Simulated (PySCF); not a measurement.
## [C4H9NSi2]+: g tensor and hyperfine couplings

Species: C4H9NSi2 (charge +1 and doublet state).
Geometry (GFN2-xTB, Å), atoms numbered from 1 in this order:
```xyz
16
C4H9NSi2 angstrom
C      2.8897    0.4510   -1.2670
C      2.3014    0.2816   -0.2275
Si     1.4373    0.0194    1.3658
Si    -1.0110    0.4357    0.6107
N     -1.0489    1.9938   -0.0535
C     -1.0985   -0.9045   -0.6939
C     -1.6498   -2.0975   -0.5088
H      3.4126    0.5972   -2.1706
H      1.6695    1.0768    2.3414
H      1.4315   -1.3623    1.8292
H     -1.7740    0.3759    1.8477
H     -1.2510    2.8304    0.4695
H     -0.8559    2.2020   -1.0202
H     -0.6716   -0.6660   -1.6609
H     -1.7016   -2.8258   -1.3025
H     -2.0872   -2.3987    0.4292
```

The hyperfine couplings belong to this conformer and change with its torsions.

As a line formula: `C#C[SiH2][Si@@H]([NH2+])C=C` [radical] (charge +1).

Computed, not measured: UKS B3LYP, pcH-1 on C H N Si, non-relativistic, mean-field spin-orbit, GIAO (PySCF). Geometry: GFN2-xTB, one conformer, isolated ion. Couplings are sensitive to structure, and on GFN2-xTB geometries they can be far from those on DFT ones, by a factor of two or more for some ions and for spin on atoms past the first row. No stability test was run, so a lower SCF solution isn't excluded.

```
g1, g2, g3        : 2.00221, 2.00511, 2.00618
g_iso             : 2.00450
Form of g         : rhombic: the two nearest values differ by 27 % of g3 − g1
⟨S²⟩              : 0.7554 (exact 0.7500)
α and β electrons : 34, 33
Total energy      : -791.27451 Eh
```

Hyperfine couplings atom by atom, in MHz; T1 to T3 are the principal values of the dipolar part; ρ(0) is the spin density at the nucleus:

```tsv
atom	isotope	a_iso	of which spin–orbit	T1	T2	T3	Mulliken spin population	ρ(0) (bohr⁻³)
C1	13C	11.3	0.0	-10.0	-9.1	19.1	0.13	0.0100
C2	13C	0.1	0.1	-3.5	-2.7	6.2	-0.04	0.0000
Si3	29Si	-96.4	0.3	-90.2	44.5	45.7	0.35	0.1089
Si4	29Si	22.2	0.0	-38.8	18.8	20.0	0.13	-0.0250
N5	14N	11.9	0.0	-12.4	-12.2	24.6	0.25	0.0367
C6	13C	23.7	0.0	-9.2	-5.2	14.4	0.03	0.0210
C7	13C	6.3	0.0	-6.8	-5.8	12.5	0.08	0.0056
H8	1H	-9.2	0.0	-4.9	-1.1	6.0	0.00	-0.0021
H9	1H	48.6	0.0	-5.7	0.4	5.2	0.02	0.0109
H10	1H	43.3	0.0	-5.7	0.2	5.5	0.02	0.0097
H11	1H	87.7	0.0	-3.7	-1.0	4.6	0.04	0.0196
H12	1H	-17.2	0.0	-14.4	-3.5	18.0	-0.01	-0.0039
H13	1H	-17.3	0.0	-14.5	-3.3	17.8	-0.01	-0.0039
H14	1H	2.6	0.0	-3.6	0.8	2.8	0.00	0.0006
H15	1H	9.7	0.0	-3.5	-1.7	5.2	0.00	0.0022
H16	1H	1.9	0.0	-2.6	-1.2	3.8	0.00	0.0004
```

The largest Mulliken spin populations are on Si3 (+0.35), N5 (+0.25), Si4 (+0.13) and C1 (+0.13).

The SMILES `C#C[SiH2][Si@@H]([NH2+])C=C` draws the unpaired electron on N5, whose computed spin population is only +0.25.

Axes: g1 points within 5° of the Si3–Si4 bond and g3 points within 7° of the N5–H13 bond.

Under fast tumbling the dipolar parts average out, and these isotropic splittings remain (the largest six): 1 × 1H (H11, I = 1/2, 2 lines) with 3.12 mT, 1 × 1H (H9, I = 1/2, 2 lines) with 1.73 mT, 1 × 1H (H10, I = 1/2, 2 lines) with 1.54 mT, 1 × 1H (H13, I = 1/2, 2 lines) with 0.61 mT, 1 × 1H (H12, I = 1/2, 2 lines) with 0.61 mT and 1 × 14N (N5, I = 1, 3 lines) with 0.42 mT.

H12 and H13 aren't averaged: N5 is flat or nearly so (angle sum 360°), and its turn about the short N5–Si4 bond (1.69 Å) is taken as slow.

The 13C coupling of C6 (23.7 MHz) shows only in satellite lines or after enrichment, since that isotope makes up about 1.07 % of natural carbon.

The 29Si coupling of Si3 (-96.4 MHz) shows only in satellite lines or after enrichment, since that isotope makes up about 4.7 % of natural silicon.
